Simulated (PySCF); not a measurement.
CH8SSeSi2, SMILES CS[SiH2][SiH2][SeH], singlet at its GFN2-xTB optimised geometry (Å):

```
13

C      2.4175    -1.9249     0.0000
S      0.6015    -1.9249     0.0000
Si     0.2460     0.1871     0.0000
Si    -2.0549     0.4050     0.0323
Se    -2.5418     2.6520    -0.0416
H      2.7811    -1.4292    -0.8944
H      2.7330    -2.9628     0.0052
H      2.7812    -1.4207     0.8898
H      0.9167     0.7299    -1.1893
H      0.9690     0.7345     1.1521
H     -2.7178     0.0219     1.2760
H     -2.7812    -0.2021    -1.0844
H     -1.7588     2.9628    -1.2004
```

Method: CAM-B3LYP/def2-TZVP (PySCF).

Map of the electron localisation function on the plane z = 0.6 Å:

```
|000000000000000000000000000|
|000012333210000000000000000|
|001346666531000000000000000|
|013578888764100000000000000|
|025788889875200000000000000|
|036887458986200000000000000|
|036785127885100000000000000|
|025675237862000000000000000|
|012455677630001453100000000|
|000124677521126887410000000|
|000012443344348999720000000|
|000024400178537999720000000|
|000268700189501799500000000|
|000379931389400364000000000|
|000268985476312320003430000|
|000136763222367730058973000|
|000012221000478852389985000|
|000000000001688665599984000|
|000000000004785476579852000|
|000000000015898775456531000|
|000000000026899862378741000|
|000000000015788730289983000|
|000000000002566410189994000|
|000000000000122100069972000|
|000000000000000000014410000|
|000000000000000000000000000|
|000000000000000000000000000|
```
Scale: ten equal steps from 0.000 (start of '0') to 0.993 (end of '9'), in the order '0123456789'; x runs from -5.00 to 5.00, y from -5.00 (bottom) to 5.00 (top).
